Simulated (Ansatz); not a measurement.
Geometry optimisation, RKS B3LYP/def2-SVP (Ansatz 0.2.0).

The input (input.yaml):

```yaml
crystal:
  periodic: [false, false, false]
  atoms:
    - { symbol: Ga, position_ang: [0.0, 0.0, 0.0] }
    - { symbol: O, position_ang: [0.0, 0.0, 2.14] }
    - { symbol: H, position_ang: [-0.9095, -0.2814, 2.4771] }
    - { symbol: O, position_ang: [1.5501, 0.0, -0.895] }
    - { symbol: H, position_ang: [1.85, -0.9519, -1.0499] }
    - { symbol: H, position_ang: [-1.3596, 0.0, -0.785] }
    - { symbol: S, position_ang: [0.1152, 2.4362, 0.8104] }
    - { symbol: H, position_ang: [0.6677, 2.4753, 2.0961] }
    - { symbol: H, position_ang: [0.0598, 1.2648, 1.9608] }
basis:
  gaussian: { orbitals: def2-SVP }
hamiltonian:
  xc: b3lyp
relax:
  f_tol: 0.15
  max_steps: 25
  restrain:
    - { distance: [0, 6], at: 2.27, k: 30.0 }
    - { distance: [8, 1], at: 1.01, k: 30.0 }
    - { distance: [0, 1], at: 2.99, k: 30.0 }
    - { distance: [8, 6], at: 2.6, k: 30.0 }
output:
  orbitals: {}
```

Launched with:

```bash
$ ansatz run input.yaml --threads 2 --pin off --max-ram 3072MiB --backend cpu --events-out ev --progress --plain --runs-dir out
```

Question: Where does it end, and by what steps?

Answer: The forces met the threshold. The restraints hold the end off the free minimum. After 13 steps the energy has fallen by 2.005 eV (the restraints' own energy left out); H8 moved furthest, 1.44 Å. Parted: Ga1–O2 (2.14 → 2.98 Å). Joined: O2–H9 (1.28 → 0.99 Å).

```tsv
step	energy less start (eV)	largest force component (eV/Å)	accepted
0	0.0000	2.595	yes
1	-0.4280	3.200	yes
2	-0.8011	2.761	yes
3	-1.1701	2.477	yes
4	-1.5636	0.942	yes
5	-1.6995	1.014	yes
6	-1.7925	0.980	yes
7	-1.8866	0.827	yes
8	-1.9419	0.771	yes
9	-1.9836	0.768	yes
10	-1.9994	0.747	yes
11	-1.9370	1.591	no
12	-1.9981	0.975	yes
13	-2.0055	0.728	yes
```

```xyz
9
Properties=species:S:1:pos:R:3
Ga 0.025 0.585 -0.270
O -0.252 -0.317 2.556
H -1.197 -0.437 2.728
O 1.708 0.117 -0.662
H 1.804 -0.760 -1.055
H -1.263 -0.146 -0.755
S -0.033 2.572 0.808
H 1.318 2.664 0.830
H -0.136 0.665 2.573
```

Time of the run: 40 s on 2 threads of Arm Neoverse V1, with other jobs on the host, peak memory 0.24 GiB.
